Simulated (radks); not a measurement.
Results of a calculation; reference values are marked as such.
Successive ionisation energies (eV) of one element, from differences of total energies of ions in their ground configurations, starting at charge 0: 7.249, 14.879, 28.920, 45.890, 65.255, 128.31, 151.73, 176.07, 201.27, 228.56, 255.37, 309.76, 336.97, 897.91, 982.37, 1069.4, 1158.7, 1259.5, 1353.5, 1489.8, 1566.5, 6888.8. Code: a radial shooting solver on a logarithmic mesh with Libxc functionals. Model: Dirac Kohn-Sham, BLYP, spin-unpolarised, spherical densities, finite nucleus; open shells fill j = l - 1/2 first; Fermi nuclear charge, rms radius 3.6002 fm. Which element is it?

Answer. Vanadium (Z = 23). The first species listed is V in [Ar] 3d3 4s2, the last V21+ in [He].
